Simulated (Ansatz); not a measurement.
Diphenyliodonium hydroxide, `[OH-].c1ccc([I+]c2ccccc2)cc1`, relaxed as a singlet with RKS PBE-D4/def2-SVP in Ansatz, starting from the GFN2-xTB geometry. Force threshold 0.03 eV/Å.

In the def2 sets I takes a core potential; there is no spin–orbit coupling.

Start:

```tsv
atom	x (Å)	y (Å)	z (Å)
O1	0.816	1.037	-0.818
H2	1.736	0.903	-0.597
C3	3.004	0.239	3.892
C4	2.372	-0.971	3.657
C5	1.498	-1.099	2.591
C6	1.262	-0.019	1.756
I7	-0.284	-0.369	0.200
C8	-1.467	-0.242	-1.644
C9	-2.289	-1.339	-1.838
C10	-3.152	-1.375	-2.919
C11	-3.194	-0.305	-3.799
C12	-2.377	0.794	-3.596
C13	-1.512	0.830	-2.512
C14	1.878	1.194	1.999
C15	2.754	1.321	3.066
H16	3.687	0.341	4.722
H17	2.557	-1.813	4.307
H18	0.991	-2.033	2.395
H19	-2.241	-2.159	-1.132
H20	-3.788	-2.234	-3.075
H21	-3.868	-0.329	-4.644
H22	-2.415	1.629	-4.280
H23	-0.874	1.682	-2.350
H24	1.672	2.046	1.366
H25	3.235	2.270	3.254
```

```tsv
step	energy (eV)	largest force component (eV/Å)	SCF passes
1	-22738.6238	1.360	25
2	-22738.8575	1.354	23
3	-22738.8865	0.976	23
4	-22738.9161	1.077	23
5	-22738.9406	0.087	23
6	-22738.9408	0.172	23
7	-22738.9458	0.044	24
8	-22738.9472	0.075	24
9 (rejected)	-22738.9460	0.152	23
10	-22738.9478	0.052	24
11	-22738.9478	0.186	24
12 (rejected)	-22738.9476	0.070	24
13	-22738.9485	0.016	25
```

Force components are those of the run's own axes.

End:

```
atom   x (Å)   y (Å)   z (Å)
  O1   0.618   1.392  -0.595
  H2   1.438   1.022  -0.987
  C3   3.063   0.193   3.960
  C4   2.398  -1.016   3.704
  C5   1.505  -1.108   2.620
  C6   1.291   0.012   1.809
  I7  -0.287  -0.358   0.243
  C8  -1.491  -0.220  -1.656
  C9  -2.319  -1.337  -1.818
 C10  -3.178  -1.406  -2.929
 C11  -3.195  -0.358  -3.863
 C12  -2.358   0.756  -3.686
 C13  -1.497   0.833  -2.577
 C14   1.948   1.225   2.051
 C15   2.837   1.308   3.137
 H16   3.764   0.265   4.807
 H17   2.575  -1.895   4.344
 H18   0.984  -2.061   2.418
 H19  -2.305  -2.164  -1.084
 H20  -3.831  -2.282  -3.064
 H21  -3.866  -0.410  -4.735
 H22  -2.375   1.579  -4.418
 H23  -0.832   1.692  -2.414
 H24   1.757   2.082   1.392
 H25   3.357   2.258   3.342
```

By distances, no bond broke or formed. The bond that changes most is O1–I7, from 2.06 to 2.14 Å (atoms count from 1).

No frequencies were taken in this run, so the end may be a saddle point.

Hardware: 4 threads of Arm Neoverse V2 on a shared host. Wall time 54 s.
